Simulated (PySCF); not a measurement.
# What a mistake does to a calculation on B2CH5N

All numbers below are calculated, not measured. They come from PySCF 2.14.0, an open-source quantum chemistry program, on an isolated molecule that a program drew, which may never have been made. The molecule is B2CH5N (charge 0, singlet), drawn as the SMILES string `BCB=N`.

Each row is a Hartree-Fock (HF) and frozen-core CCSD(T) single point in the cc-pVDZ basis, meant for a local HF minimum. Run 1 is clean. Each other run has one planted mistake out of seven kinds, and not every kind appears here: one electron removed, one electron added, multiplicity raised by two, geometry at a saddle point, minimal basis STO-3G, one bond length entered in bohr, all coordinates scaled. The reference is restricted for singlets and unrestricted otherwise, and also for a bond in bohr. Adding or removing an electron swaps singlet and doublet. Electrons count all cores. HOMO and LUMO are orbital energies over both spins, the gradient is its largest component, and the lowest frequency (negative if imaginary) is given only where the gradient is small. Bond lengths are over the 8 bonds as drawn. T1 is the CCSD diagnostic: over 0.02 (restricted) or 0.045 (unrestricted) a single reference is doubtful.

Geometry of the clean run:
```xyz
9
B2CH5N, angstrom
B    -2.1869    2.0834    2.5572
C    -0.7713    1.3963    2.6310
B    -0.4301    0.8246    1.2265
N    -0.1881    0.3829    0.1049
H    -3.1845    1.4479    2.7610
H    -2.2878    3.2428    2.2640
H    -0.7540    0.5584    3.3336
H     0.0202    2.1032    2.8947
H     0.0270    0.0212   -0.7845
```

```
run,electrons,basis functions,<S^2>,HOMO (eV),LUMO (eV),gradient (hartree/bohr),lowest frequency (cm^-1),mean bond (Å),longest bond (Å),T1,HF (hartree),CCSD(T) (hartree),mistake
1,28,81,0.000,-11.09,2.28,3.6e-05,158,1.2413,1.575,0.0142,-144.61003,-145.13105,no fault
2,28,81,0.000,-11.34,2.48,5.4e-02,-,1.1966,1.519,0.0131,-144.59722,-145.11055,all coordinates scaled
3,28,25,0.000,-9.22,6.67,9.6e-02,-,1.2413,1.575,0.0167,-142.79468,-143.04245,minimal basis STO-3G
4,29,81,0.761,0.45,9.35,3.4e-02,-,1.2413,1.575,0.0138,-144.55776,-145.09537,?
5,27,81,0.759,-17.40,-7.41,1.5e-01,-,1.2413,1.575,0.0260,-144.28118,-144.74802,?
```

**Which mistake was planted in run 4, and what did it cost?**

It counts 29 electrons, one more than the clean run, at the same geometry and basis. So the mistake is: one electron added. Subtracting run 1 and multiplying by 627.51 kcal/mol a hartree, the energy moved by 32.8 kcal/mol in HF and 22.4 kcal/mol in CCSD(T).

**Which mistake was planted in run 5, and what did it cost?**

It counts 27 electrons, one fewer than the clean run, at the same geometry and basis. So the mistake is: one electron removed. Subtracting run 1 and multiplying by 627.51 kcal/mol a hartree, the energy moved by 206.4 kcal/mol in HF and 240.4 kcal/mol in CCSD(T).

Cautions from the logs. Run 4: the HOMO is above zero, so the electron isn't bound and the energy depends on the basis.
